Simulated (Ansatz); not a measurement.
Calculated with Ansatz (gas phase, PBE0-D4/def2-TZVP geometries, no zero-point term in ΔE). CCSD(T)/CBS is the MP2 limit (def2-TZVPP, def2-QZVPP) plus CCSD(T) − MP2 in def2-TZVPP, frozen cores. This one scheme is used for every species. Functionals use def2-TZVPP. B3LYP here is the variant with VWN-RPA as its local correlation; programs differ in this. For Ge outer-core shells are correlated without core-valence functions, which leaves a few kJ/mol of doubt a bond. Scalar relativity is left out up to krypton. Each species was taken in one conformer, which may not be the lowest.

Reaction (hydrogenolysis of a C–Cl bond): `[F][GeH2][CH2]Cl` + H₂ → `[CH3][GeH2][F]` + HCl

(1) Is it downhill or uphill in electronic energy at CCSD(T)/CBS, and by how much? (Estimate.)

(2) What do these levels give: r2SCAN-D4, r2SCAN, B3LYP, MP2/def2-TZVPP, HF/def2-QZVPP, SCS-MP2/def2-QZVPP? (Best estimate.)

Largest T1 diagnostic among the species: 0.011.

## Answers

(1) The calculation gave: Downhill: ΔE = -24.7 kcal/mol.

(2) The calculation gave: r2SCAN-D4 -24.5, r2SCAN -24.7, B3LYP -26.0, MP2/def2-TZVPP -24.9, HF/def2-QZVPP -28.9, SCS-MP2/def2-QZVPP -24.6 kcal/mol.

From PBE to PBE0 (25 % exact exchange), in def2-TZVPP and without D4, ΔE moves by −1.5 kcal/mol. In def2-TZVPP, CCSD(T) changes the Hartree–Fock value by +3.3 kcal/mol (the triples alone add +1.1 kcal/mol) and MP2 by +4.0 kcal/mol. The D4 term adds +1.8 kcal/mol with B3LYP and +0.9 kcal/mol with PBE0; it sums over pairs of atoms, weighted by their polarisabilities, and B3LYP, whose exchange is more repulsive, gets the larger term.
